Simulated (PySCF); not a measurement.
Isomers of C7H16. The calculation used PBE0-D3(BJ)/def2-SVP geometry optimisation, gas phase (PySCF 2.14.0). Energies are electronic, without zero-point or thermal terms, for one conformer each. No frequencies were run at this level. Point groups hold within 0.08 Å.

**Question.** Rank from lowest to highest electronic energy at this level (kcal/mol).
A. `[CH3:1][CH2:2][CH:3]([CH2:4][CH3:5])[CH2:6][CH3:7]` with C1–C2–C3–C4 65°, C2–C3–C4–C5 162°, C2–C3–C6–C7 -58° (3-ethylpentane)
B. `[CH3:1][CH2:2][C:3]([CH3:4])([CH3:5])[CH2:6][CH3:7]` with C1–C2–C3–C4 64°, C2–C3–C6–C7 -57°

**Answer.** B (0.0), A (1.5).

As drawn, the lower has a quaternary carbon, which the higher lacks. Neighbours under 2.5 kcal/mol apart (CCC(C)(C)CC and CCC(CC)CC) can change places with a better method, another conformer or zero-point energy.

```json
{"SMILES": "CCC(C)(C)CC", "E (Eh)": "-275.86755", "E rel (kcal/mol)": "0.0", "dipole (D)": "0.06", "point group": "C2", "A, B, C (MHz)": "2565, 2310, 1723"}
{"SMILES": "CCC(CC)CC", "E (Eh)": "-275.86511", "E rel (kcal/mol)": "1.5", "dipole (D)": "0.02", "point group": "C1", "A, B, C (MHz)": "2703, 1923, 1296"}
```

**Question.** How do the relative energies change in single points at PBE0/pcSseg-1 (no added dispersion term) on the same geometries?

**Answer.** 
| SMILES | PBE0-D3(BJ)/def2-SVP (kcal/mol) | PBE0/pcSseg-1 (kcal/mol) | shift |
| --- | --- | --- | --- |
| CCC(C)(C)CC | 0.0 | 0.0 | 0.0 |
| CCC(CC)CC | 1.5 | 1.5 | 0.0 |

Each column counts from its own lowest isomer. The order is unchanged; the largest shift is 0.0 kcal/mol.

**Question.** As an exercise, what shares would exp(−E/RT) give at 500 K from these electronic energies alone (no entropy, no degeneracies)?

**Answer.** RT = 0.994 kcal/mol: CCC(C)(C)CC 82.3 %, CCC(CC)CC 17.7 %.
